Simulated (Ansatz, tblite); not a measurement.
Cost and result up the ladder for (MgTe)2 ring (Mg₂Te₂) (4 atoms). The state is a singlet with charge 0. Geometry: PBE-D4/def2-SVP.

```xyz
4

Mg    0.1859   -1.3421    0.3720
Te   -2.2323   -0.3939   -0.3059
Mg   -0.1859    1.3421   -0.3721
Te    2.2323    0.3940    0.3059
```

Ansatz on 4 threads of Arm Neoverse V2 on a shared host; xTB runs through tblite on one thread. Times are rough, summed over both states, and most runs start from the orbitals of an earlier one. PBE0-D4/def2-TZVP serves as the yardstick here, not as an exact answer. The other state is a triplet.

In the def2 sets Te takes a core potential; there is no spin–orbit coupling. The xTB rows come from tblite.

xTB has no spin-polarisation term.

```tsv
level	functions	wall time	vertical triplet (eV)	difference from PBE0-D4/def2-TZVP (eV)
GFN1-xTB	26	0.005 s	1.79	-0.07
GFN2-xTB	36	0.015 s	2.17	0.31
PBE-D4/def2-TZVP	164	4.2 s	1.59	-0.26
PBE0-D4/def2-TZVP	164	6.4 s	1.85	0.00
r2SCAN-D4/def2-TZVP (with forces)	164	11 s	1.67	-0.19
```
